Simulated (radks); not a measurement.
S V, 12 electrons, occupied as [Ne] 3s2. All-electron calculation, scalar-relativistic Kohn-Sham, XLYP, spin-polarised, spherical densities, finite nucleus; Fermi nuclear charge, rms radius 3.2611 fm. Program: a radial shooting solver on a logarithmic mesh with Libxc functionals.

Unscreened Slater integrals over Kohn-Sham orbitals (hartree). They are taken over the spin-up orbitals.

\begin{tabular}{lr}
integral & value \\ \hline
F0(3s,3s) & 0.61339 \\
F0(3s,2p) & 0.81020 \\
G1(3s,2p) & 0.068458 \\
F0(3s,2s) & 0.80191 \\
G0(3s,2s) & 0.054521 \\
F0(2p,2p) & 2.0878 \\
F2(2p,2p) & 0.96621 \\
F0(2p,2s) & 1.9739 \\
G1(2p,2s) & 1.1689 \\
F0(2s,2s) & 1.8988 \\
\end{tabular}
